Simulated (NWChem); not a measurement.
System: CH$_{3}$ClF$_{2}$Si; SMILES F[Si](F)(Cl)C

Here is an NWChem input.

```
start job
memory heap 200 mb stack 900 mb global 1100 mb
geometry units angstroms noautoz
  C     -1.614043    -1.180201     0.000000
  Si     0.033898    -0.342303     0.000000
  F      0.907262    -0.772173    -1.301128
  F      0.907262    -0.772173     1.301128
  Cl    -0.132507     1.707564     0.000000
  H     -2.193856    -0.891216    -0.898517
  H     -2.193856    -0.891216     0.898517
  H     -1.486407    -2.281173     0.000000
end
basis spherical
  C library def2-svp
  Si library def2-svp
  F library def2-svp
  Cl library def2-svp
  H library def2-svp
end
dft
  xc revpbe cpbe96
  iterations 150
  mulliken
end
task dft energy
```

Parts of the log:

```
             Northwest Computational Chemistry Package (NWChem) 7.3.0
             --------------------------------------------------------

 CS  symmetry detected

                             Geometry "geometry" -> ""
                             -------------------------

 Output coordinates in angstroms (scale by  1.889725989 to convert to a.u.)

  No.       Tag          Charge          X              Y              Z
 ---- ---------------- ---------- -------------- -------------- --------------
    1 C                    6.0000    -1.66574468    -1.06534424     0.00000000
    2 Si                  14.0000     0.03084056    -0.33091855     0.00000000
    3 F                    9.0000     0.87596125    -0.81395470    -1.30112800
    4 F                    9.0000     0.87596125    -0.81395470     1.30112800
    5 Cl                  17.0000    -0.00853069     1.72531472     0.00000000
    6 H                    1.0000    -2.22658479    -0.74106993    -0.89851700
    7 H                    1.0000    -2.22658479    -0.74106993     0.89851700
    8 H                    1.0000    -1.60641096    -2.17210067     0.00000000

 Effective nuclear repulsion energy (a.u.)     309.0735381786

      Symmetry information
      --------------------

 Group name             Cs
 Group number              2
 Group order               2
 No. of unique centers     6

  pbe96 is a nonlocal functional; adding pw91lda local functional.

                                 NWChem DFT Module
                                 -----------------

 Summary of "ao basis" -> "ao basis" (spherical)
 ------------------------------------------------------------------------------
       Tag                 Description            Shells   Functions and Types
 ---------------- ------------------------------  ------  ---------------------
 C                          def2-svp                 6       14   3s2p1d
 Si                         def2-svp                 8       18   4s3p1d
 F                          def2-svp                 6       14   3s2p1d
 Cl                         def2-svp                 8       18   4s3p1d
 H                          def2-svp                 3        5   2s1p

      Symmetry analysis of basis
      --------------------------

        a'         59
        a"         34

            General Information
            -------------------
          SCF calculation type: DFT
          Wavefunction type:  closed shell.
          No. of atoms     :     8
          No. of electrons :    58
           Alpha electrons :    29
            Beta electrons :    29
          Charge           :     0
          Spin multiplicity:     1
          Use of symmetry is: on ; symmetry adaption is: on
          Maximum number of iterations: 150
          AO basis - number of functions:    93
                     number of shells:    43
          Convergence on energy requested:  1.00D-06
          Convergence on density requested:  1.00D-05
          Convergence on gradient requested:  5.00D-04

              XC Information
              --------------
                        RevPBE Exchange Functional  1.000
            Perdew 1991 LDA Correlation Functional  1.000 local
           PerdewBurkeErnz. Correlation Functional  1.000 non-local

             Grid Information
             ----------------
          Grid used for XC integration:  medium
          Radial quadrature: Mura-Knowles
          Angular quadrature: Lebedev.
          Tag              B.-S. Rad. Rad. Pts. Rad. Cut. Ang. Pts.
          ---              ---------- --------- --------- ---------
          C                   0.70       49           9.0       434
          Si                  1.10       88           8.0       590
          F                   0.50       49          10.0       434
          Cl                  1.00       88          11.0       590
          H                   0.35       45          10.0       434
          Grid pruning is: on
          Number of quadrature shells:   364
          Spatial weights used:  Erf1

      Superposition of Atomic Density Guess
      -------------------------------------

 Sum of atomic energies:        -985.76973382

      Non-variational initial energy
      ------------------------------

 Total energy =    -987.148309
 1-e energy   =   -1981.260627
 2-e energy   =     685.038779
 HOMO         =      -0.413097
 LUMO         =       0.069132

      Symmetry analysis of molecular orbitals - initial
      -------------------------------------------------

  Numbering of irreducible representations:

     1 a'          2 a"

  Orbital symmetries:

     1 a'          2 a'          3 a'          4 a"          5 a'
     6 a'          7 a'          8 a'          9 a"         10 a'
    11 a"         12 a'         13 a'         14 a'         15 a"
    16 a'         17 a'         18 a'         19 a"         20 a'
    21 a'         22 a"         23 a"         24 a'         25 a"
    26 a'         27 a'         28 a"         29 a'         30 a'
    31 a"         32 a'         33 a'         34 a"         35 a'
    36 a'         37 a'         38 a'         39 a"

     ---------------------------------------------
      Total Density - Mulliken Population Analysis
     ---------------------------------------------

    Atom       Charge   Shell Charges
 -----------   ------   -------------------------------------------------------
    1 C    6     6.58   1.99  0.96  0.29  2.09  1.24  0.01
    2 Si  14    12.32   2.00  1.99  0.80  0.08  5.93  0.76  0.44  0.32
    3 F    9     9.57   1.99  1.14  0.78  3.51  2.14  0.00
    4 F    9     9.57   1.99  1.14  0.78  3.51  2.14  0.00
    5 Cl  17    17.39   2.00  1.99  1.22  0.72  5.94  2.15  3.36  0.01
    6 H    1     0.85   0.64  0.18  0.03
    7 H    1     0.85   0.64  0.18  0.03
    8 H    1     0.86   0.64  0.19  0.03

[...]
```

Level: revPBE/def2-SVP. Geometry: optimised at PBE-D3(BJ)/def2-SVP.
